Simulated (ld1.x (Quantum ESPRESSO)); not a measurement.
# Which change was made? (Ge, PAW)

- Element: Ge (Z = 32)
- Generator: ld1.x (Quantum ESPRESSO) 7.5
- Type: PAW
- Functional: LDA (PZ)
- Relativity: scalar-relativistic
- Frozen core: [Ar]
- Valence charge: 14
- Reference configuration: 3d10 4s2 4p2
- Partial waves: 4s (bound): rcut 1.30, rcutus 1.80 bohr; 4s channel at 1.7 Ry: rcut 1.30, rcutus 1.80 bohr; 4p (bound): rcut 1.60, rcutus 2.10 bohr; 4p channel at 1.95 Ry: rcut 1.60, rcutus 2.10 bohr; 3d (bound): rcut 0.95, rcutus 1.15 bohr; 3d channel at -1.8 Ry: rcut 0.95, rcutus 1.15 bohr; 4f channel at 0.4 Ry: rcut 1.70, rcutus 2.05 bohr
- Local potential: all-electron potential smoothed inside 1.85 bohr (lloc = -1)
- Core correction: Bessel-smoothed model core inside 0.60 bohr
- Augmentation charge: BESSEL, radius 1.05 bohr

Cutoffs, loose and tight: the cutoffs (Ry, on a coarse ladder) from which the occupation-weighted sum of valence levels, in a spherical-Bessel basis at the reference potential, stays within 10 and 1 mRy of its value at 400 Ry. They do not see the model core or the augmentation charge, which bear on the density cutoff. Test errors are all-electron minus pseudo excitation energies from the reference, over the configurations 3d10 4s2 4p1; 3d10 4s2 4p0; 3d10 4s1 4p0; 3d10 4s1 4p2; 3d10 4s0 4p0; 3d10 4s2 4p2.3; 3d9 4s2 4p3 (two spin-polarised tests are not counted in the largest error); variants that change the core or the reference have their own tests. The largest error is taken over the tests solved by every variant that gives reliable tests at all, those not shown here included: 3d10 4s1 4p0; 3d10 4s1 4p2; 3d10 4s2 4p0; 3d10 4s2 4p1; 3d10 4s2 4p2.3; 3d9 4s2 4p3.

The base gives: outcome: generated; cutoff, loose: 120 Ry; cutoff, tight: 180 Ry; bound ghosts: none; largest test error (meV): -247.

Question: After one change the result is: outcome: generated; cutoff, loose: 40 Ry; cutoff, tight: 60 Ry; bound ghosts: none; largest test error (meV): -349. Which change was it?
A. waves 3d (bound): rcut 0.82, rcutus 0.86 bohr; 3d channel at -1.8 Ry: rcut 0.82, rcutus 0.86 bohr
B. waves 3d (bound): rcut 0.70, rcutus 0.74 bohr; 3d channel at -1.8 Ry: rcut 0.70, rcutus 0.74 bohr
C. waves 3d (bound): rcut 0.95, rcutus 1.70 bohr; 3d channel at -1.8 Ry: rcut 0.95, rcutus 1.70 bohr

Answer: C. The others give: waves 3d (bound): rcut 0.70, rcutus 0.74 bohr; 3d channel at -1.8 Ry: rcut 0.70, rcutus 0.74 bohr → outcome: generated; cutoff, loose: 300 Ry; cutoff, tight: over 300 Ry; bound ghosts: none; largest test error (meV): -238 | waves 3d (bound): rcut 0.82, rcutus 0.86 bohr; 3d channel at -1.8 Ry: rcut 0.82, rcutus 0.86 bohr → outcome: generated; cutoff, loose: 230 Ry; cutoff, tight: over 300 Ry; bound ghosts: none; largest test error (meV): -240.
